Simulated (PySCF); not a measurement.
CF5In, SMILES [F][In]([F])[C](F)(F)F. Heavy atoms are numbered as in [In:1]([C:2]([F:3])([F:4])[F:5])([F:6])[F:7].

Geometry: r2SCAN-D4/def2-SVP. The structure was generated by enumeration; whether it is a known compound was not checked. The def2 effective core potentials stand for the cores of In; spin–orbit coupling is left out.

All values below come from PBE0/def2-TZVP run with PySCF.

ESP charges are fitted to the potential on shells at 1.4 to 2.0 van der Waals radii. Atomic charges (e), one atom of each kind:

```
atom  Mulliken  ESP fit  Löwdin
----  --------  -------  ------
In1       1.01     1.15    0.66
C2        0.33    -0.04   -0.78
F3       -0.13    -0.07    0.21
F6       -0.46    -0.46   -0.25
```
